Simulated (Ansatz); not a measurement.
Born–Oppenheimer molecular dynamics of H11NO3Si4 (19 atoms, charge 0, multiplicity 1). It starts from a relaxed structure.

Theory: Ansatz, RKS PBE/STO-3G.

```
ensemble        : NVT, Nosé–Hoover chain
time step       : 0.5 fs
steps asked     : 117
set temperature : 1000 K
thermostat      : time constant 1 fs, chain length 1
seed            : 215564
```

Frames 0.5 fs apart, positions in Å.

Velocities at 0 fs (Å/ps):

```
Si -1.42 -8.86 6.06
N -6.22 3.93 4.66
H -17.83 30.74 2.28
H -8.71 20.26 6.70
O 9.01 5.59 -14.06
Si 0.94 -2.94 0.85
H 22.53 16.39 4.59
H 6.30 22.54 10.33
H -17.69 23.02 -83.69
O -1.13 2.78 -6.01
Si 2.75 -0.49 4.90
H 13.71 -30.40 36.03
H -1.24 24.15 -26.57
H -18.50 58.55 -6.53
O 0.28 6.72 -11.22
Si -4.35 -3.98 4.52
H -9.12 9.96 33.94
H -10.23 -34.25 -31.65
H 56.02 18.35 31.29
```

```xyz
19
Properties=species:S:1:pos:R:3 time_fs=0 energy_less_start_eV=0.000 T=1000
Si -0.230 -0.088 0.464
N -0.184 -0.153 2.245
H -0.627 0.729 2.630
H 0.818 -0.097 2.586
O 1.292 0.180 -0.255
Si 1.856 -1.112 -1.247
H 1.035 -1.356 -2.432
H 3.168 -0.662 -1.696
H 2.037 -2.374 -0.530
O -1.316 1.182 0.142
Si -1.887 1.321 -1.474
H -2.803 0.238 -1.833
H -2.612 2.583 -1.528
H -0.811 1.347 -2.465
O -0.726 -1.583 -0.180
Si -1.502 -2.675 0.900
H -0.586 -3.246 1.886
H -2.643 -2.084 1.598
H -1.987 -3.755 0.051
19
Properties=species:S:1:pos:R:3 time_fs=0.5 energy_less_start_eV=0.039 T=983
Si -0.231 -0.092 0.467
N -0.187 -0.151 2.247
H -0.635 0.745 2.631
H 0.813 -0.087 2.589
O 1.296 0.182 -0.262
Si 1.857 -1.114 -1.246
H 1.046 -1.347 -2.430
H 3.171 -0.651 -1.691
H 2.028 -2.363 -0.572
O -1.317 1.183 0.139
Si -1.886 1.321 -1.472
H -2.796 0.223 -1.815
H -2.613 2.595 -1.541
H -0.821 1.376 -2.468
O -0.726 -1.579 -0.186
Si -1.504 -2.677 0.903
H -0.591 -3.241 1.903
H -2.648 -2.102 1.582
H -1.959 -3.746 0.066
19
Properties=species:S:1:pos:R:3 time_fs=1 energy_less_start_eV=0.150 T=944
Si -0.231 -0.096 0.470
N -0.190 -0.149 2.249
H -0.644 0.759 2.632
H 0.809 -0.077 2.592
O 1.301 0.185 -0.269
Si 1.857 -1.115 -1.246
H 1.058 -1.339 -2.428
H 3.174 -0.640 -1.685
H 2.019 -2.353 -0.613
O -1.317 1.185 0.136
Si -1.885 1.321 -1.469
H -2.789 0.208 -1.796
H -2.613 2.607 -1.554
H -0.830 1.405 -2.472
O -0.726 -1.576 -0.192
Si -1.506 -2.679 0.905
H -0.595 -3.236 1.920
H -2.653 -2.118 1.566
H -1.931 -3.738 0.081
19
Properties=species:S:1:pos:R:3 time_fs=1.5 energy_less_start_eV=0.313 T=907
Si -0.232 -0.101 0.473
N -0.193 -0.147 2.252
H -0.651 0.771 2.632
H 0.805 -0.067 2.596
O 1.305 0.188 -0.276
Si 1.858 -1.116 -1.246
H 1.068 -1.331 -2.427
H 3.176 -0.629 -1.680
H 2.011 -2.346 -0.652
O -1.318 1.186 0.133
Si -1.883 1.321 -1.467
H -2.782 0.193 -1.779
H -2.613 2.617 -1.567
H -0.839 1.434 -2.475
O -0.726 -1.573 -0.197
Si -1.508 -2.681 0.907
H -0.600 -3.230 1.936
H -2.660 -2.135 1.551
H -1.904 -3.732 0.094
19
Properties=species:S:1:pos:R:3 time_fs=2 energy_less_start_eV=0.495 T=902
Si -0.233 -0.105 0.476
N -0.197 -0.144 2.254
H -0.658 0.782 2.630
H 0.801 -0.056 2.599
O 1.310 0.191 -0.283
Si 1.858 -1.117 -1.246
H 1.078 -1.323 -2.427
H 3.179 -0.618 -1.674
H 2.003 -2.345 -0.690
O -1.318 1.187 0.130
Si -1.882 1.321 -1.464
H -2.774 0.179 -1.760
H -2.613 2.626 -1.580
H -0.847 1.463 -2.479
O -0.726 -1.570 -0.203
Si -1.510 -2.683 0.910
H -0.606 -3.224 1.953
H -2.669 -2.151 1.536
H -1.878 -3.730 0.105
19
Properties=species:S:1:pos:R:3 time_fs=2.5 energy_less_start_eV=0.665 T=946
Si -0.233 -0.110 0.479
N -0.201 -0.142 2.257
H -0.663 0.789 2.627
H 0.797 -0.045 2.603
O 1.314 0.194 -0.291
Si 1.859 -1.119 -1.246
H 1.087 -1.314 -2.429
H 3.180 -0.608 -1.667
H 1.996 -2.350 -0.725
O -1.319 1.189 0.127
Si -1.881 1.321 -1.462
H -2.765 0.164 -1.742
H -2.612 2.633 -1.592
H -0.856 1.493 -2.484
O -0.726 -1.566 -0.209
Si -1.512 -2.684 0.912
H -0.613 -3.216 1.969
H -2.680 -2.167 1.522
H -1.852 -3.732 0.113
19
Properties=species:S:1:pos:R:3 time_fs=3 energy_less_start_eV=0.794 T=1042
Si -0.234 -0.115 0.482
N -0.205 -0.138 2.261
H -0.667 0.794 2.622
H 0.793 -0.033 2.607
O 1.319 0.197 -0.298
Si 1.860 -1.119 -1.246
H 1.096 -1.304 -2.433
H 3.180 -0.598 -1.660
H 1.990 -2.363 -0.759
O -1.319 1.190 0.124
Si -1.879 1.321 -1.459
H -2.755 0.150 -1.722
H -2.610 2.638 -1.605
H -0.865 1.524 -2.489
O -0.726 -1.563 -0.215
Si -1.514 -2.686 0.915
H -0.621 -3.208 1.986
H -2.694 -2.182 1.508
H -1.827 -3.740 0.117
19
Properties=species:S:1:pos:R:3 time_fs=3.5 energy_less_start_eV=0.870 T=1153
Si -0.235 -0.120 0.486
N -0.210 -0.135 2.264
H -0.670 0.796 2.615
H 0.789 -0.021 2.611
O 1.324 0.201 -0.307
Si 1.860 -1.120 -1.246
H 1.104 -1.294 -2.440
H 3.180 -0.588 -1.652
H 1.984 -2.385 -0.791
O -1.319 1.192 0.121
Si -1.878 1.321 -1.456
H -2.744 0.135 -1.702
H -2.608 2.640 -1.617
H -0.873 1.557 -2.494
O -0.726 -1.559 -0.222
Si -1.515 -2.688 0.919
H -0.630 -3.197 2.002
H -2.712 -2.197 1.493
H -1.801 -3.754 0.117
19
Properties=species:S:1:pos:R:3 time_fs=4 energy_less_start_eV=0.907 T=1204
Si -0.235 -0.125 0.489
N -0.215 -0.131 2.268
H -0.673 0.796 2.607
H 0.785 -0.008 2.615
O 1.329 0.204 -0.315
Si 1.861 -1.120 -1.246
H 1.111 -1.283 -2.449
H 3.179 -0.578 -1.643
H 1.978 -2.415 -0.820
O -1.319 1.193 0.117
Si -1.877 1.321 -1.453
H -2.731 0.121 -1.681
H -2.605 2.639 -1.629
H -0.882 1.589 -2.500
O -0.726 -1.556 -0.229
Si -1.517 -2.690 0.922
H -0.641 -3.186 2.019
H -2.733 -2.212 1.479
H -1.775 -3.774 0.114
19
Properties=species:S:1:pos:R:3 time_fs=4.5 energy_less_start_eV=0.936 T=1144
Si -0.236 -0.130 0.493
N -0.220 -0.126 2.273
H -0.674 0.793 2.597
H 0.780 0.005 2.619
O 1.333 0.208 -0.323
Si 1.863 -1.120 -1.246
H 1.117 -1.272 -2.460
H 3.178 -0.570 -1.634
H 1.974 -2.451 -0.846
O -1.319 1.194 0.115
Si -1.876 1.321 -1.451
H -2.718 0.109 -1.661
H -2.603 2.635 -1.638
H -0.890 1.619 -2.505
O -0.727 -1.553 -0.235
Si -1.518 -2.691 0.926
H -0.652 -3.173 2.034
H -2.756 -2.226 1.466
H -1.751 -3.799 0.107
19
Properties=species:S:1:pos:R:3 time_fs=5 energy_less_start_eV=0.989 T=1005
Si -0.236 -0.134 0.496
N -0.225 -0.122 2.277
H -0.675 0.789 2.587
H 0.776 0.016 2.623
O 1.338 0.212 -0.331
Si 1.864 -1.120 -1.247
H 1.122 -1.261 -2.472
H 3.176 -0.564 -1.625
H 1.971 -2.490 -0.868
O -1.319 1.196 0.112
Si -1.875 1.322 -1.448
H -2.705 0.099 -1.643
H -2.600 2.628 -1.646
H -0.897 1.646 -2.510
O -0.728 -1.550 -0.242
Si -1.520 -2.693 0.929
H -0.663 -3.160 2.047
H -2.780 -2.238 1.454
H -1.729 -3.825 0.098
19
Properties=species:S:1:pos:R:3 time_fs=5.5 energy_less_start_eV=1.077 T=862
Si -0.236 -0.138 0.499
N -0.229 -0.118 2.281
H -0.677 0.785 2.577
H 0.771 0.027 2.626
O 1.341 0.215 -0.338
Si 1.865 -1.119 -1.248
H 1.125 -1.250 -2.485
H 3.174 -0.559 -1.617
H 1.968 -2.527 -0.886
O -1.318 1.197 0.110
Si -1.874 1.322 -1.446
H -2.692 0.090 -1.628
H -2.598 2.620 -1.651
H -0.903 1.669 -2.514
O -0.728 -1.548 -0.247
Si -1.520 -2.694 0.932
H -0.675 -3.146 2.059
H -2.803 -2.248 1.442
H -1.708 -3.852 0.089
```

Of the whole run (58 fs, mean temperature of the second half 1000 K): The conserved energy stayed within 0.76 meV per atom of its start (net change 0.34 meV per atom), so the integration is sound. A run of 0.059 ps of so small a system gives no equilibrium averages. Limits of this set-up: minimal basis.

Run time: 14 min on 1 thread of Arm Neoverse V1 (shared host), peak memory 0.13 GiB.
